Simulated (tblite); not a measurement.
Species: C4H11SSi2 (doublet state).
Numbering: `[SiH3:1][C:2]1[CH2:3][CH2:4][S:5][CH2:6][SiH2:7]1` (hydrogens: H8, H9, H10 on Si1; H11, H12 on C3; H13, H14 on C4; H15, H16 on C6; H17, H18 on Si7)

Computed geometry: GFN2-xTB, gas phase. This method treats the open shell by occupation alone, without spin polarisation.

Question: Give the optimised bond lengths and angles.

Answer: 
```csv
bond,length (Å),order
Si1–C2,1.866,single
C2–C3,1.490,single
C3–C4,1.542,single
C4–S5,1.810,single
S5–C6,1.810,single
C6–Si7,1.919,single
C2–Si7,1.857,single
"Si1–H8, Si1–H9, Si1–H10",1.468,single
"C3–H11, C3–H12",1.094,single
"C4–H13, C4–H14",1.090,single
"C6–H15, C6–H16",1.087,single
"Si7–H17, Si7–H18",1.466,single
```

Bonds in one row agree within 0.01 Å and their mean is given. Orders are formal, as drawn. A selection of angles:
```csv
angle,degrees
C2–Si1–H8,109.6
C2–Si1–H10,111.4
H8–Si1–H9,109.8
H8–Si1–H10,108.4
Si1–C2–C3,120.1
Si1–C2–Si7,123.7
C3–C2–Si7,115.7
C2–C3–C4,111.8
C2–C3–H11,111.2
C4–C3–H11,107.5
H11–C3–H12,108.0
C3–C4–S5,113.5
C3–C4–H13,110.4
S5–C4–H13,108.3
S5–C4–H14,105.0
H13–C4–H14,109.3
C4–S5–C6,100.1
S5–C6–Si7,108.5
S5–C6–H15,105.6
S5–C6–H16,108.2
Si7–C6–H15,112.5
Si7–C6–H16,113.2
H15–C6–H16,108.6
C6–Si7–H17,108.1
C6–Si7–H18,105.6
C2–Si7–C6,104.6
C2–Si7–H17,112.0
C2–Si7–H18,113.9
H17–Si7–H18,111.9
```

Torsions: Si1–C2–C3–C4 113° (anticlinal); C2–C3–C4–S5 72° (synclinal); C3–C4–S5–C6 -70° (synclinal); C4–S5–C6–Si7 59° (synclinal); S5–C6–Si7–C2 -52° (synclinal); Si1–C2–Si7–C6 -122° (anticlinal). The mirror-image conformer, all signs reversed, is as good.

The 6-membered ring C2–C3–C4–S5–C6–Si7 has internal angles of 100.1° to 115.7° (sum 654°, against 720° for a flat polygon); it is puckered, 0.30 Å rms from its mean plane, widest ring torsion 72°. C2 (carbon bonded to C and 2 Si) is planar (angles 123.7°, 120.1° and 115.7°, sum 359.6°, 0.07 Å off the plane of its three neighbours). The 2 C–C bonds span 1.490 Å (C2–C3, drawn single) to 1.542 Å (C3–C4, drawn single), a spread of 0.052 Å. Si7 (silicon bonded to 2 C and 2 H) is distorted tetrahedral (angles from 104.6° to 113.9°). The C–Si distances run from 1.857 Å (C2–Si7, drawn single) to 1.919 Å (C6–Si7, drawn single), a spread of 0.062 Å. Si1 (silicon bonded to C and 3 H) is tetrahedral (angles from 108.4° to 111.4°). S5 (sulfur bonded to 2 C) is bent (angle 100.1°).

Point group: C1 (no symmetry element, even within 0.4 Å). GFN2-xTB frequencies show an imaginary mode (38i cm⁻¹), so the point is no minimum at that level.
